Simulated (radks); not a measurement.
Values are calculated unless marked as measured or tabulated.
Task: The mean radii <r> (bohr) of the occupied orbitals of an atom or ion are listed with their occupations. Level of theory: non-relativistic Kohn-Sham, LB94 model potential, spin-polarised, spherical densities, point nucleus (a radial shooting solver on a logarithmic mesh with Libxc functionals).

orbital  occ.      <r>
1s up       1  0.03625
1s down     1  0.03625
2s up       1   0.1583
2s down     1   0.1583
2p up       3   0.1356
2p down     3   0.1356
3s up       1   0.4408
3s down     1   0.4412
3p up       3   0.4353
3p down     3   0.4358
3d up       5   0.4125
3d down     5   0.4131
4s up       1    1.134
4s down     1    1.131
4p up       3    1.249
4p down     3    1.248
4d up       5    1.884
5s up       1    3.408

Name the element and its charge. Open shells, if any, are filled with parallel spins first.

Result: Z = 42, molybdenum, charge 0: Mo in [Kr] 4d5 5s1. The 1s radius gives Z: for a bare nucleus <r> = 1.5/Z, 0.03571 bohr for Z = 42, and screening makes it slightly larger (0.03625 here). The occupations add up to 42, and the charge is Z minus that.
